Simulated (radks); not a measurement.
All-electron atom: La+ in [Kr] 4d10 5s1 5p6 5d3 (not the ground configuration). Method: scalar-relativistic Kohn-Sham, LDA (Slater exchange, Perdew-Wang correlation), spin-polarised, spherical densities, finite nucleus; open shells are filled with parallel spins first (spin-orbit coupling, left out, can overturn this in heavy ions); Fermi nuclear charge, rms radius 4.855 fm; computed with a radial shooting solver on a logarithmic mesh with Libxc functionals. Some entries of the table are withheld. Estimate them.

| orbital | occ. | eigenvalue (Ry) | <r> (bohr) | <r^2> (bohr^2) |
|---|---|---|---|---|
| 1s up | 1 | -2845.564 | 0.02509 | 0.0008551 |
| 1s down | 1 | -2845.557 | 0.02509 | 0.0008551 |
| 2s up | 1 | -453.5412 | 0.1075 | 0.01364 |
| 2s down | 1 | -453.5295 | 0.1075 | 0.01364 |
| 2p up | 3 | -406.7902 | 0.09428 | 0.01085 |
| 2p down | 3 | -406.7799 | 0.09428 | 0.01085 |
| 3s up | 1 | -97.41369 | 0.2856 | 0.09319 |
| 3s down | 1 | -97.40275 | 0.2856 | 0.09318 |
| 3p up | 3 | -82.47892 | 0.2835 | 0.09315 |
| 3p down | 3 | -82.46765 | 0.2835 | 0.09315 |
| 3d up | 5 | -60.95066 | 0.2601 | 0.07981 |
| 3d down | 5 | -60.93832 | 0.2601 | 0.07981 |
| 4s up | 1 | -20.08952 | 0.6544 | 0.4833 |
| 4s down | 1 | -20.06515 | 0.6543 | 0.4830 |
| 4p up | 3 | -15.22617 | 0.6933 | 0.5466 |
| 4p down | 3 | -15.20030 | 0.6929 | 0.5458 |
| 4d up | 5 | -8.18367 | 0.7674 | 0.6831 |
| 4d down | 5 | -8.15097 | 0.7658 | 0.6797 |
| 5s up | 1 | -3.37924 | 1.544 | 2.677 |
| 5s down | 0 | -3.25247 | 1.537 | 2.656 |
| 5p up | 3 | -2.14308 | 1.782 | 3.593 |
| 5p down | 3 | -2.00633 | 1.778 | 3.584 |
| 4f up | 0 | -0.86807 | 1.136 | 1.687 |
| 4f down | 0 | -0.79923 | 1.109 | 1.602 |
| 5d up | 3 | -0.66136 | 2.682 | 8.388 |
| 6s up | 0 | -0.62628 | 3.916 | 17.17 |
| 6s down | 0 | -0.54224 | 4.114 | 19.02 |
| 5d down | 0 | -0.53423 | 2.799 | 9.265 |
| 6p up | 0 | -0.39113 | 4.863 | 26.58 |
| 6p down | 0 | -0.33584 | 5.237 | 30.88 |
| 6d up | 0 | -0.14590 | 8.418 | (1) |
| 6d down | 0 | -0.13182 | 9.248 | (2) |

Answer. 
(1) 6d up <r^2> (bohr^2): 80.97
(2) 6d down <r^2> (bohr^2): 97.59
